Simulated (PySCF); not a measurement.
C₄H₅ClSi, SMILES C(/[SiH2]Cl)=C/C#C. Atoms are numbered in the order given.

```xyz
11

C      2.5158     0.7726    -2.0910
C      2.1193    -0.1375    -1.3850
C      1.6280    -1.1826    -0.5498
C      0.4873    -1.0692     0.1712
Si    -0.5623     0.4823     0.1419
Cl    -2.1765     0.1756     1.4216
H      2.8687     1.5724    -2.7144
H      2.2249    -2.1025    -0.5151
H      0.1789    -1.9205     0.7885
H     -1.0971     0.7529    -1.2153
H      0.1944     1.6609     0.6307
```

Geometry optimised at TPSSh-D3(BJ)/def2-SVP. The structure was generated by enumeration; whether it is a known compound was not checked. One conformer was computed; it need not be the lowest.

Two levels are set side by side: PBE/pcSseg-1 (PySCF) and HF/pcSseg-1 (PySCF). GIAO shifts against HCl (³⁵Cl), TMS (²⁹Si), TMS (¹H), TMS (¹³C) at the same level; non-relativistic, no solvent, atoms listed together averaged. Without spin–orbit terms, shifts of atoms bonded to Cl or Br come out too high at both levels. Differences are taken from unrounded values.

```json
[
 {"quantity": "δ(¹³C) of C1 (ppm)", "HF": "102.6"},
 {"quantity": "δ(¹³C) of C2 (ppm)", "HF": "74.2"},
 {"quantity": "δ(¹³C) of C3 (ppm)", "HF": "141.8"},
 {"quantity": "δ(¹³C) of C4 (ppm)", "HF": "153.5"},
 {"quantity": "δ(²⁹Si) of Si5 (ppm)", "HF": "-24.0"},
 {"quantity": "δ(³⁵Cl) of Cl6 (ppm)", "HF": "-80.0"},
 {"quantity": "δ(¹H) of H7 (ppm)", "HF": "4.44"},
 {"quantity": "δ(¹H) of H8 (ppm)", "HF": "6.75"},
 {"quantity": "δ(¹H) of H9 (ppm)", "HF": "6.82"},
 {"quantity": "δ(¹H) of H10, H11 (ppm)", "HF": "5.21"}
]
```

### Question
What does PBE give, and how far is it from HF? (Estimate from the structure and the level; the computed values follow.)

### Answer

```json
[
 {"quantity": "δ(¹³C) of C1 (ppm)", "PBE": "97.6", "PBE minus HF": "-4.9"},
 {"quantity": "δ(¹³C) of C2 (ppm)", "PBE": "88.7", "PBE minus HF": "14.5"},
 {"quantity": "δ(¹³C) of C3 (ppm)", "PBE": "135.8", "PBE minus HF": "-6.0"},
 {"quantity": "δ(¹³C) of C4 (ppm)", "PBE": "152.2", "PBE minus HF": "-1.3"},
 {"quantity": "δ(²⁹Si) of Si5 (ppm)", "PBE": "-18.1", "PBE minus HF": "5.9"},
 {"quantity": "δ(³⁵Cl) of Cl6 (ppm)", "PBE": "-50.7", "PBE minus HF": "29.3"},
 {"quantity": "δ(¹H) of H7 (ppm)", "PBE": "3.85", "PBE minus HF": "-0.59"},
 {"quantity": "δ(¹H) of H8 (ppm)", "PBE": "6.73", "PBE minus HF": "-0.02"},
 {"quantity": "δ(¹H) of H9 (ppm)", "PBE": "6.72", "PBE minus HF": "-0.09"},
 {"quantity": "δ(¹H) of H10, H11 (ppm)", "PBE": "5.91", "PBE minus HF": "0.71"}
]
```

Rough cost on one machine, each run with all the roots and properties that it gave: HF against PBE within a factor of 2.
